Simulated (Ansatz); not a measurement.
The cluster Si₃Pt⁺, relaxed as a doublet with UKS B3LYP-D4/def2-SVP in Ansatz, starting from the GFN1-xTB geometry. Force threshold 0.02 eV/Å.

In the def2 sets Pt takes a core potential; there is no spin–orbit coupling. The charge 1 doublet is spin-contaminated (final ⟨S²⟩ up to 1.30, 0.75 for a pure state). No other spin state of charge 1 was run. Another isomer (doublet) lies 1.05 eV lower at PBE0-D4/def2-TZVP; other spin states weren't run for this one.

Start:

```xyz
4

Pt   -0.0877    0.0994   -0.4089
Si   -0.5660    0.6265   -2.5355
Si   -0.3540    0.5537    1.8475
Si    1.0077   -1.2795    1.0969
```

(1) Estimate the energy that the relaxation releases and the steps that it takes.

(2) Does the start keep its bonding and symmetry?

(3) Predict the relaxed structure.

## Answers

(1) 0.75 eV, in 13 steps; 95 s on 4 threads of Arm Neoverse N1 on a shared host. No frequencies were taken in this run, so the end may be a saddle point.

(2) By distances, no bond broke or formed. The bond that changes most is Si3–Si4, from 2.40 to 2.33 Å (atoms count from 1). Point group C2v at the start, Cs at the end, both within 0.05 Å.

(3) 
| atom | x (Å) | y (Å) | z (Å) |
| --- | --- | --- | --- |
| Pt1 | 0.5843 | 0.6083 | -0.4278 |
| Si2 | -0.7990 | 0.2989 | -2.1670 |
| Si3 | -0.5494 | 0.4341 | 1.6621 |
| Si4 | 0.7641 | -1.3413 | 0.9327 |
Bond lengths: 3 × Pt–Si 2.24 to 2.38 Å; 1 × Si–Si 2.33 Å.
